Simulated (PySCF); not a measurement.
C4H12GeSi.
Numbering: `[CH2:1]=[CH:2][CH2:3][C@@H:4]([SiH3:5])[GeH3:6]` (hydrogens: H7, H8 on C1; H9 on C2; H10, H11 on C3; H12 on C4; H13, H14, H15 on Si5; H16, H17, H18 on Ge6)

Computed, not measured: PySCF, PBE0-D3(BJ)/def2-SVP geometry optimisation, gas phase.

What internal coordinates does the optimisation give?

```
                     bond  length (Å)
                    C1=C2       1.333
                    C2–C3       1.498
                    C3–C4       1.541
                   C4–Si5       1.888
                   C4–Ge6       1.973
                    C1–H7       1.093
                    C1–H8       1.095
                    C2–H9       1.098
                   C3–H10       1.106
                   C3–H11       1.104
                   C4–H12       1.106
Si5–H13, Si5–H14, Si5–H15       1.497
Ge6–H16, Ge6–H17, Ge6–H18       1.541
```

Bonds in one row agree within 0.01 Å and their mean is given. A selection of angles:
```
      angle  degrees
   C2–C1–H7    121.6
   C2–C1–H8    121.3
   H7–C1–H8    117.1
   C1–C2–C3    124.9
   C1–C2–H9    118.6
   C3–C2–H9    116.4
   C2–C3–C4    114.1
  C2–C3–H10    109.0
  C2–C3–H11    108.8
  C4–C3–H10    108.9
  C4–C3–H11    109.7
 H10–C3–H11    106.0
  C3–C4–Si5    111.6
  C3–C4–Ge6    113.5
  C3–C4–H12    109.2
 Si5–C4–Ge6    110.1
 Si5–C4–H12    106.4
 Ge6–C4–H12    105.6
 C4–Si5–H13    110.2
 C4–Si5–H14    110.7
H13–Si5–H14    108.9
H13–Si5–H15    108.1
 C4–Ge6–H16    109.8
 C4–Ge6–H17    111.5
H16–Ge6–H17    108.6
```

Torsions: C1–C2–C3–C4 -115° (anticlinal); C2–C3–C4–Si5 175° (antiperiplanar).

Of the pairs four or more bonds apart, H8···H11 is among the closest relative to their van der Waals radii: 2.42 Å, 101 % of the sum of Bondi's values. Si5 (SiH3 silicon) is tetrahedral (angles from 108.1° to 110.7°). Ge6 (germanium bonded to C and 3 H) is tetrahedral (angles from 108.6° to 111.5°). The C–C distances run from 1.333 Å (C1=C2, drawn double) to 1.541 Å (C3–C4, drawn single), a spread of 0.208 Å.

Point group: C1 (no symmetry element, even within 0.4 Å). Stationary, but not proved a minimum. The numbers are those of one conformer.

On one thread, Arm Neoverse N1 (aarch64) (shared host), this took 3.8 min wall and 0.69 GiB of memory at its peak. That covers the optimisation of the geometry.
